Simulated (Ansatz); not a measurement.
A CCSD(T) single point on `NC[NH][InH2]`.

```yaml
crystal:
  periodic: [false, false, false]
  atoms:
    - {symbol: N, position_ang: [-0.562214, 0.911477, -0.322021]}
    - {symbol: C, position_ang: [-0.712502, -0.025135, 0.845490]}
    - {symbol: N, position_ang: [0.455549, -0.837114, 0.950723]}
    - {symbol: In, position_ang: [1.056825, -0.727309, -1.079785]}
    - {symbol: H, position_ang: [-0.097733, 1.769332, -0.042376]}
    - {symbol: H, position_ang: [-1.447840, 1.164036, -0.750080]}
    - {symbol: H, position_ang: [-1.588757, -0.638294, 0.600085]}
    - {symbol: H, position_ang: [-0.942825, 0.527334, 1.764331]}
    - {symbol: H, position_ang: [1.119928, -0.425616, 1.594062]}
    - {symbol: H, position_ang: [2.583035, 0.002457, -1.416860]}
    - {symbol: H, position_ang: [0.136534, -1.721167, -2.143578]}
basis:
  gaussian: {orbitals: def2-SVP}
correlation: {method: ccsd_t}
```

```sh
$ ansatz run in.yaml --threads 4 --pin off --events-out ev --progress --plain --max-ram 10444MiB
```

Output of Ansatz, abridged:

```
Functional definition: HF
1134 factors; integrals over basis functions are off by at most 1.3e-3 eV
mean field evaluation 1: about -9245.7297 eV, gradient 3.7e1 eV
mean field evaluation 2: about -9245.7442 eV, gradient 3.7e1 eV
mean field evaluation 4: about -9249.1603 eV, gradient 3.5e0 eV
mean field evaluation 8: about -9249.2035 eV, gradient 3.7e-4 eV
mean field -9249.20349214 eV, -339.9019590010 hartree, gradient 2.2e-6 eV, S^2 0.000000; 0 other end points of the search recorded, 0 dependent functions left out
7 core orbitals not correlated: weight in the atoms' cores, before any rotation towards them, 1.000 or more for the frozen orbitals, at most 0.000 for the correlated occupied ones
reference -9249.20349214 eV, -339.9019590010 hartree; 17, 17 occupied and 79, 79 virtual orbitals, 1134 factors
second order -15.94183074 eV of doubles, -0.00000000 eV of singles
cycle   1  -16.59982793 eV  change   -6.6e-1 eV  update   9.6e-2
cycle   2  -17.08322017 eV  change   -4.8e-1 eV  update   2.9e-2
cycle   3  -17.18549522 eV  change   -1.0e-1 eV  update   1.5e-2
cycle   4  -17.18228108 eV  change    3.2e-3 eV  update   4.0e-3
cycle   5  -17.18106579 eV  change    1.2e-3 eV  update   2.1e-3
cycle   6  -17.18136648 eV  change   -3.0e-4 eV  update   8.0e-4
cycle   7  -17.18108780 eV  change    2.8e-4 eV  update   3.6e-4
cycle   8  -17.18103031 eV  change    5.7e-5 eV  update   1.3e-4
cycle   9  -17.18107780 eV  change   -4.7e-5 eV  update   4.4e-5
cycle  10  -17.18107228 eV  change    5.5e-6 eV  update   1.9e-5
perturbative correction -0.51311037 eV, -0.0188564583 hartree
Total energy: -9266.89767479 eV, -340.5522082197 hartree
```

Run time 3.1 s (4 threads of an Intel Xeon 6975P-C on a shared host); peak host memory 0.54 GiB.

MP2 recovers 90.1 % of the CCSD(T) correlation energy and the triples give 2.9 %; T1 = 0.0113.
